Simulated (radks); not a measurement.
Valence configurations of C IV (all share [He]). All-electron calculation, non-relativistic Kohn-Sham, PBE, spin-polarised, spherical densities, point nucleus; open shells are filled with parallel spins first. Program: a radial shooting solver on a logarithmic mesh with Libxc functionals. Energies are relative to 2s1; eigenvalues in eV for spin up.

| valence | E (eV) | moment (Bohr magnetons) | e(2p) | e(2s) |
|---|---|---|---|---|
| 2s1 | 0.000 | 1 | - | -57.688 |
| 2s0.5 2p0.5 | 4.057 | 1 | -49.116 | -57.188 |
| 2p1 | 8.076 | 1 | -48.673 | - |

NIST lists [He] 2s1 as the ground configuration; this level of theory agrees among the configurations tried. The energies are those of spherical high-spin densities, not of single terms.
